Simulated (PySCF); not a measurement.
Radial density of Ce²⁺ (cerium, charge +2)

r2SCAN, [Xe] 4f1 6s1, high-spin 3F determinant (an excited configuration). Calculation: PySCF 2.14, in x2c-TZVPPall; scalar relativity by spin-free X2C-1e.

| r (bohr) | 4πr²ρ (e/bohr) | 4πr²(ρα − ρβ) |
| --- | --- | --- |
| 0.0280 | 67.91 | 0.0003 |
| 0.0470 | 77.49 | 0.0044 |
| 0.0791 | 99.88 | 0.0067 |
| 0.133 | 73.44 | 0.0023 |
| 0.224 | 86.13 | 0.0983 |
| 0.377 | 35.26 | 0.4487 |
| 0.633 | 36.06 | 0.9226 |
| 1.07 | 12.23 | 0.8084 |
| 1.79 | 5.811 | 0.1924 |
| 3.01 | 0.8240 | 0.3286 |
| 5.07 | 0.1739 | 0.1727 |
| 8.53 | 0.0002195 | 0.0002 |
| 14.3 | 2.950e-05 | 0.0000 |

Densities and radii are taken from the X2C orbitals without a picture-change correction, which distorts them close to the nucleus.

Spin-orbit coupling, absent here, splits the open shell strongly.
